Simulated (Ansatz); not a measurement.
Relaxation of CH7FSSi3 (13 atoms, charge 0, multiplicity 1), to a largest force component of 0.02 eV/Å in at most 50 steps.

All numbers below come from Ansatz 0.2.0, RKS PBE/STO-3G.

```xyz
13
Properties=species:S:1:pos:R:3
F -0.068 -0.451 2.154
C 0.907 -0.646 1.296
S 0.872 -2.401 0.674
Si -0.490 -1.681 -0.718
Si 0.677 0.117 -0.445
Si -0.611 1.978 -0.354
H 1.841 -3.117 1.347
H -0.402 -2.380 -2.022
H -1.912 -1.683 -0.060
H 1.931 0.231 -1.220
H -1.864 1.746 0.451
H 0.148 3.114 0.259
H -1.066 2.381 -1.744
```

Problem. Where does it end, and by what steps?

Solution. It converged. The force dipped under the threshold on the way, but the program's further checks kept it going. Limits of this set-up: minimal basis. After 17 steps the energy has fallen by 3.456 eV; F1 moved furthest, 1.45 Å.

```json
{"step": "0", "energy less start (eV)": "0.0000", "largest force component (eV/Å)": "3.935", "accepted": "yes"}
{"step": "1", "energy less start (eV)": "-1.5558", "largest force component (eV/Å)": "1.624", "accepted": "yes"}
{"step": "2", "energy less start (eV)": "-1.9846", "largest force component (eV/Å)": "1.024", "accepted": "yes"}
{"step": "3", "energy less start (eV)": "-2.1474", "largest force component (eV/Å)": "1.335", "accepted": "yes"}
{"step": "4", "energy less start (eV)": "-2.3471", "largest force component (eV/Å)": "1.414", "accepted": "yes"}
{"step": "5", "energy less start (eV)": "-2.6524", "largest force component (eV/Å)": "1.295", "accepted": "yes"}
{"step": "6", "energy less start (eV)": "-2.9843", "largest force component (eV/Å)": "1.415", "accepted": "yes"}
{"step": "7", "energy less start (eV)": "-3.3069", "largest force component (eV/Å)": "0.879", "accepted": "yes"}
{"step": "8", "energy less start (eV)": "-3.3722", "largest force component (eV/Å)": "0.528", "accepted": "yes"}
{"step": "9", "energy less start (eV)": "-3.3964", "largest force component (eV/Å)": "0.451", "accepted": "yes"}
{"step": "10", "energy less start (eV)": "-3.4270", "largest force component (eV/Å)": "0.704", "accepted": "yes"}
{"step": "11", "energy less start (eV)": "-3.4438", "largest force component (eV/Å)": "0.169", "accepted": "yes"}
{"step": "12", "energy less start (eV)": "-3.4445", "largest force component (eV/Å)": "0.174", "accepted": "yes"}
{"step": "13", "energy less start (eV)": "-3.4541", "largest force component (eV/Å)": "0.115", "accepted": "yes"}
{"step": "14", "energy less start (eV)": "-3.4548", "largest force component (eV/Å)": "0.022", "accepted": "yes"}
{"step": "15", "energy less start (eV)": "-3.4558", "largest force component (eV/Å)": "0.010", "accepted": "yes"}
{"step": "16", "energy less start (eV)": "-3.4562", "largest force component (eV/Å)": "0.028", "accepted": "yes"}
{"step": "17", "energy less start (eV)": "-3.4563", "largest force component (eV/Å)": "0.016", "accepted": "yes"}
```

```xyz
13
Properties=species:S:1:pos:R:3
F 1.316 -0.170 2.503
C 1.541 -0.799 1.305
S -0.115 -2.441 1.236
Si -0.335 -1.668 -0.818
Si 0.667 0.260 -0.243
Si -0.795 1.995 -0.324
H 0.831 -3.396 0.964
H 0.330 -2.634 -1.689
H -1.766 -1.734 -1.105
H 1.730 0.558 -1.202
H -1.971 1.741 0.497
H -0.193 3.226 0.168
H -1.278 2.271 -1.674
```

Time of the run: 2.3 min on 1 thread of Arm Neoverse N1, on a shared host, peak memory 0.17 GiB.
